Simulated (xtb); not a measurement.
C2H6N (SMILES [CH2-]NC), charge -1, singlet, from a rough starting geometry; GFN2-xTB (xtb).

Input for xtb:
```
$ xtb mol.xyz --gfn 2 --chrg -1 --opt vtight --json

# file mol.xyz
9

C      0.04498086    -0.24105141     1.32312810
N     -0.00993403     0.68406933     0.16951227
C     -0.00121282    -0.15904182    -1.03859565
H      0.12922802     0.48656005     2.22925404
H     -0.90138338    -0.71558003     1.38886060
H      0.89823561     1.22851071     0.08610139
H      0.82461947    -0.92158173    -1.14175194
H      0.11499070     0.42147885    -1.91600488
H     -0.93355744    -0.74119067    -1.13249542
```

It wrote (shortened):

```
   ID    Z sym.   atoms
    1    6 C      1, 3
    2    7 N      2
    3    1 H      4-9

           -------------------------------------------------
          |                Calculation Setup                |
           -------------------------------------------------

           -------------------------------------------------
          |                 G F N 2 - x T B                 |
           -------------------------------------------------

          ...................................................
          :                      SETUP                      :
          :.................................................:
          :  # basis functions                  18          :
          :  # atomic orbitals                  18          :
          :  # shells                           12          :
          :  # electrons                        20          :
          :  max. iterations                   250          :
          :  Hamiltonian                  GFN2-xTB          :
          :  restarted?                      false          :
          :  GBSA solvation                  false          :
          :  PC potential                    false          :
          :  electronic temp.          300.0000000     K    :
          :  accuracy                    1.0000000          :
          :  -> integral cutoff          0.2500000E+02      :
          :  -> integral neglect         0.1000000E-07      :
          :  -> SCF convergence          0.1000000E-05 Eh   :
          :  -> wf. convergence          0.1000000E-03 e    :
          :  Broyden damping             0.4000000          :
          :  net charge                         -1          :
          :  unpaired electrons                  0          :
          ...................................................

 iter      E             dE          RMSdq      gap      omega  full diag
   1    -10.3376793 -0.103377E+02  0.424E+00    8.72       0.0  T
   2    -10.4083741 -0.706949E-01  0.250E+00    7.58       1.0  T
   3    -10.4095748 -0.120068E-02  0.140E+00    7.44       1.0  T
   4    -10.4097957 -0.220838E-03  0.166E-01    7.26       1.0  T
   5    -10.4098241 -0.284775E-04  0.805E-02    7.26       1.0  T
   6    -10.4098256 -0.142628E-05  0.268E-02    7.26       1.2  T
   7    -10.4098258 -0.197186E-06  0.555E-03    7.27       6.0  T
   8    -10.4098258 -0.111463E-07  0.742E-04    7.27      44.9  T
   9    -10.4098258 -0.334511E-09  0.261E-04    7.27     127.8  T

[...]
         :: total energy             -10.299376026518 Eh    ::
 * total energy  :   -10.2993760 Eh     change       -0.3551826E-10 Eh
 * total energy  :   -10.3097742 Eh     change       -0.1039813E-01 Eh
 * total energy  :   -10.3114795 Eh     change       -0.1705314E-02 Eh
 * total energy  :   -10.3115895 Eh     change       -0.1100131E-03 Eh
 * total energy  :   -10.3116027 Eh     change       -0.1317932E-04 Eh
 * total energy  :   -10.3116079 Eh     change       -0.5250806E-05 Eh
 * total energy  :   -10.3116103 Eh     change       -0.2420700E-05 Eh
 * total energy  :   -10.3116111 Eh     change       -0.7396744E-06 Eh
 * total energy  :   -10.3116113 Eh     change       -0.2023087E-06 Eh
 * total energy  :   -10.3116113 Eh     change       -0.5438100E-07 Eh
   *** GEOMETRY OPTIMIZATION CONVERGED AFTER 10 ITERATIONS ***
         :: total energy             -10.311611328802 Eh    ::
[...]
     2   7 N        2.663    -0.337    28.682     7.954
     3   6 C        3.685     0.039    20.107     6.420
     4   1 H        0.914    -0.187     9.914     4.925
     5   1 H        0.913    -0.188     9.932     4.929
     6   1 H        0.859     0.054     2.283     2.367
     7   1 H        0.921    -0.042     3.895     3.087
     8   1 H        0.923    -0.052     4.144     3.184
     9   1 H        0.924    -0.010     3.238     2.814

 Mol. C6AA /au·bohr⁶  :        863.389484
 Mol. C8AA /au·bohr⁸  :      16517.521582
 Mol. α(0) /au        :         45.448370

Wiberg/Mayer (AO) data.
largest (>0.10) Wiberg bond orders for each atom

 ---------------------------------------------------------------------------
     #   Z sym  total        # sym  WBO       # sym  WBO       # sym  WBO
 ---------------------------------------------------------------------------
     1   6 C    2.821 --     5 H    0.956     4 H    0.954     2 N    0.884
     2   7 N    2.958 --     3 C    1.057     6 H    0.978     1 C    0.884
     3   6 C    3.996 --     2 N    1.057     9 H    0.983     8 H    0.977
                             7 H    0.964
     4   1 H    0.965 --     1 C    0.954
     5   1 H    0.965 --     1 C    0.956
     6   1 H    0.997 --     2 N    0.978
     7   1 H    0.998 --     3 C    0.964
     8   1 H    0.997 --     3 C    0.977
     9   1 H    1.000 --     3 C    0.983
 ---------------------------------------------------------------------------

Topologies differ in total number of bonds
Writing topology from bond orders to xtbtopo.mol

molecular dipole:
                 x           y           z       tot (Debye)
 q only:        0.278      -0.056      -1.840
   full:        0.119       0.226      -2.030       5.201
molecular quadrupole (traceless):
                xx          xy          yy          xz          yz          zz
 q only:        3.497      -0.257       3.007       1.159       0.358      -6.504
  q+dip:        4.358       1.190       2.154      -0.779       2.005      -6.513
   full:        3.779       1.747       2.078      -0.695       1.952      -5.857

optimized geometry written to: xtbopt.xyz

           -------------------------------------------------
          | TOTAL ENERGY              -10.311611328802 Eh   |
          | GRADIENT NORM               0.000030861994 Eh/α |
          | HOMO-LUMO GAP               7.895392847642 eV   |
           -------------------------------------------------

normal termination of xtb
```
